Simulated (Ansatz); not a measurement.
HS (SMILES [SH-]), charge -1, singlet, at a GFN2-xTB geometry (a gas-phase anion, which may not be bound at this level); MP2/def2-SVP (Ansatz, an electronic-structure program).

The Ansatz input:
Ansatz 0.2 input:
```yaml
crystal:
  periodic: [false, false, false]
  atoms:
    - {symbol: S, position_ang: [-0.00000000, -0.00000000, -0.07863597]}
    - {symbol: H, position_ang: [0.00000000, 0.00000000, 1.25817552]}
basis:
  gaussian:
    orbitals: def2-SVP
total_charge: -1
magnetization: {spin_polarized: false}
correlation: {method: mp2, electrons: outside_noble_gas}
accuracy: high
```

Output, abridged:

```
Functional definition: HF
360 factors; integrals over basis functions are off by at most 3.7e-9 eV
mean field evaluation 1: about -10828.8686 eV, gradient 1.0e1 eV
mean field evaluation 2: about -10828.8705 eV, gradient 1.0e1 eV
mean field evaluation 4: about -10829.2751 eV, gradient 7.7e-1 eV
mean field evaluation 8: about -10829.2786 eV, gradient 2.4e-6 eV
mean field -10829.27863940 eV, -397.9686496493 hartree, gradient 1.6e-8 eV, S^2 0.000000; 0 other end points of the search recorded, 0 dependent functions left out
5 core orbitals not correlated
reference -10829.27863940 eV, -397.9686496493 hartree; 4, 4 occupied and 14, 14 virtual orbitals, 360 factors
second order -3.58588911 eV of doubles, -0.00000000 eV of singles
Total energy: -10832.86452851 eV, -398.1004286435 hartree
```
